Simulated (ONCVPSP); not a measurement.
## Before and after: ONCV potential for boron

```
Element                 : B (Z = 5)
Generator               : ONCVPSP 4.0.1
Type                    : optimised norm-conserving Vanderbilt (ONCV)
Functional              : LDA (Perdew-Wang 92)
Relativity              : scalar-relativistic
Frozen core             : [He]
Valence charge          : 3
Reference configuration : 2s2 2p1
Partial waves           : 2s: rc 1.20 bohr, ncon 3, nbas 7, qcut 5.6 1/bohr, 3 projectors, debl 2.5 Ha; 2p: rc 2.80 bohr, ncon 4, nbas 8, qcut 4 1/bohr, 2 projectors, debl 0.6 Ha; d scattering state at 0.35 Ha: rc 2.75 bohr, ncon 4, nbas 7, qcut 3 1/bohr, 2 projectors, debl 0.7 Ha
Local potential         : polynomial inside 0.80 bohr (lpopt 5, dvloc0 0 Ha)
Core correction         : none
```

Change: s: rc 0.96.

Cutoffs: the cutoffs (Ha) at which the residual kinetic energy of the hardest occupied pseudo-wave falls to 1 and 0.1 mHa per electron; they do not see the model core or the augmentation charge, which bear on the density cutoff. Errors are all-electron minus pseudo energies relative to the spin-unpolarised reference configuration.

Task: What does the change do?

Result: The potential gets harder (12 Ha and 16 Ha → 12 Ha and 130 Ha); both files keep a bound ghost (s); the errors of the 4 common tests hardly move. A smaller radius makes the pseudo-wave follow the all-electron one further in, where it bends more sharply, so more plane waves are needed.

| quantity | base | changed |
| --- | --- | --- |
| cutoff, loose | 12 Ha | 12 Ha |
| cutoff, tight | 16 Ha | 130 Ha |
| loose cutoff by channel | s 12 Ha, p 6.2 Ha | s 12 Ha, p 6.2 Ha |
| bound ghosts | s | s |
| GHOST(+) flags under 300 eV | d at 3.7 eV | d at 3.7 eV |
| error for 2s2 2p0, meV [ΔE 8.32 eV] | +91 | +91 |
| error for 2s1 2p0, meV [ΔE 33.62 eV] | +321 | +316 |
| error for 2s2 2p0.5, meV [ΔE 2.94 eV] | +14 | +14 |
| error for 2s0 2p3, meV [ΔE 11.40 eV] | -39 | -42 |
| p: phases at 2.84 bohr within 0.05 rad from the reference energy up to (Ha; the scan ends near 5) | 1.6 | 1.6 |
| d: phases at 2.79 bohr within 0.05 rad from the reference energy up to (Ha; the scan ends near 5) | 2.0 | 2.0 |

Changed file: The cutoffs count occupied waves only; projector 2 of the s channel, the hardest unoccupied one, needs 149 Ha at the loose tolerance. A true bound ghost makes a file unfit for plane-wave use even where its test errors are small: the radial tests pick states by their node count and pass the ghost by.
